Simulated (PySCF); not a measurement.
PySCF job for CH12N2Si3, SMILES N([SiH](N[SiH3])C)[SiH3], PBE0/pcSseg-1. Geometry: r2SCAN-D4/def2-SVP. One conformer was computed; it need not be the lowest.

```python
import numpy as np
from pyscf import gto, scf, dft
from pyscf.prop.nmr import rks as nmr

mol = gto.M(
    atom='''
    Si   -0.37166194   -0.42899175    1.02450997
    C    -0.06350541    1.18379996    1.92134640
    N     0.99852941   -0.70478807   -0.02006133
    Si    2.46978786    0.21721181   -0.20036354
    N    -1.77415984   -0.41116757   -0.00934192
    Si   -1.76325571    0.05964052   -1.68842898
    H    -0.58188824   -1.52392939    2.02490419
    H    -0.90811073    1.41275346    2.59117905
    H     0.84866294    1.14477939    2.54028834
    H     0.03489625    2.02308162    1.21344200
    H     0.97730530   -1.57422430   -0.55156539
    H     3.31123130    0.23105950    1.03853151
    H     3.25896920   -0.41167381   -1.30018221
    H     2.18689917    1.64210545   -0.55124852
    H    -2.66067937   -0.73410574    0.37079375
    H    -3.18191414    0.26157003   -2.11276487
    H    -1.15740223   -0.96500719   -2.59844697
    H    -1.00570708    1.33243225   -1.88723062
    ''',
    basis='pcSseg-1',
    charge=0,
    spin=0,
    max_memory=1600,
    verbose=3,
)
mf = dft.RKS(mol, xc='pbe0').density_fit(auxbasis='def2-universal-jkfit')
mf.grids.level = 3
mf.conv_tol = 1e-10
mf.max_cycle = 100
mf.kernel()
n = nmr.NMR(mf)
n.verbose = 2
n.max_cycle_cphf = 60
sigma = n.kernel()
print('atom   isotropic/ppm   span/ppm')
for i, s in enumerate(sigma):
    w = np.linalg.eigvalsh((s + s.T) / 2)
    print(f'{mol.atom_symbol(i):2s}{i + 1:3d} {w.mean():14.3f} {w[2] - w[0]:11.3f}')
```

It prints:

```
converged SCF energy = -1022.80674560897
atom   isotropic/ppm   span/ppm
Si  1        366.776      73.278
C   2        184.839      13.784
N   3        249.228      57.993
Si  4        407.828     106.172
N   5        248.011      72.826
Si  6        411.104     102.605
H   7         26.165       8.824
H   8         31.083      11.438
H   9         30.966      11.336
H  10         30.571       8.747
H  11         30.989      19.541
H  12         26.620       9.068
H  13         26.620       8.551
H  14         26.513       8.042
H  15         31.311      20.720
H  16         26.717       8.598
H  17         26.655       8.888
H  18         26.531       7.530
```

The run converged.
